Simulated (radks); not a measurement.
Results of a calculation; reference values are marked as such.
Species: W2+. Configuration: [Kr] 4d10 4f14 5s2 5p5 5d5 (not the ground configuration).

Level of theory: scalar-relativistic Kohn-Sham, LDA (Slater exchange, Perdew-Zunger correlation), spin-polarised, spherical densities, point nucleus; open shells are filled with parallel spins first (spin-orbit coupling, left out, can overturn this in heavy ions) (a radial shooting solver on a logarithmic mesh with Libxc functionals).

Energy parts (hartree):
part                       energy
total                 -16130.9063
kinetic                17772.8953
electron-nucleus      -39846.9934
Hartree                 6256.1140
exchange-correlation    -312.9223

Orbitals (lengths in bohr, moments of r in powers of bohr; r(90%) holds 90 % of the orbital's charge):
orbital  occ.  eigenvalue (hartree)   <1/r>      <r^2>  r(90%)      <r>
1s up       1             -2552.585   87.05  0.0004634  0.0334  0.01835
1s down     1             -2552.581   87.05  0.0004634  0.0334  0.01835
2s up       1             -441.1902   20.35   0.007126   0.120  0.07761
2s down     1             -441.1793   20.35   0.007126   0.120  0.07760
2p up       3             -386.0644   18.44   0.005895   0.113  0.06946
2p down     3             -386.0540   18.44   0.005895   0.113  0.06946
3s up       1             -102.1210   7.533    0.04629   0.295   0.2012
3s down     1             -102.1149   7.533    0.04629   0.295   0.2012
3p up       3             -85.79953   6.957    0.04704   0.301   0.2014
3p down     3             -85.79289   6.957    0.04704   0.301   0.2014
3d up       5             -66.99784   6.575    0.03900   0.283   0.1824
3d down     5             -66.98905   6.575    0.03900   0.283   0.1824
4s up       1             -21.59673   3.205     0.2285   0.646   0.4498
4s down     1             -21.58396   3.205     0.2284   0.646   0.4498
4p up       3             -16.24131   2.911     0.2604   0.695   0.4784
4p down     3             -16.22797   2.911     0.2602   0.695   0.4782
4d up       5              -9.45439   2.589     0.3036   0.768   0.5118
4d down     5              -9.43788   2.591     0.3028   0.766   0.5112
4f up       7              -1.93057   2.083     0.4650    1.01   0.6084
4f down     7              -1.90020   2.097     0.4521   0.993   0.6016
5s up       1              -3.62776   1.257      1.274    1.53    1.065
5s down     1              -3.52347   1.268      1.256    1.52    1.057
5p up       3              -2.30335   1.059      1.742    1.81    1.241
5p down     2              -2.17892   1.070      1.719    1.80    1.232
5d up       5              -0.82856  0.7132      3.811    2.77    1.808
5d down     0              -0.69333  0.7020      4.075    2.90    1.858
5f up       0              -0.16150  0.2037      40.79    9.12    5.924
5f down     0              -0.14603  0.1675      55.90    10.5    6.999
6s up       0              -0.76688  0.4730      8.075    3.85    2.688
6s down     0              -0.66968  0.4485      8.909    4.07    2.818
6p up       0              -0.51153  0.3808      12.37    4.78    3.322
6p down     0              -0.44581  0.3500      14.33    5.18    3.572
6d up       0              -0.24320  0.2478      31.09    7.66    5.237
6d down     0              -0.22240  0.2260      36.90    8.33    5.715

The highest occupied level is 5d up at -22.546 eV. Spin moment in Bohr magnetons: 6.
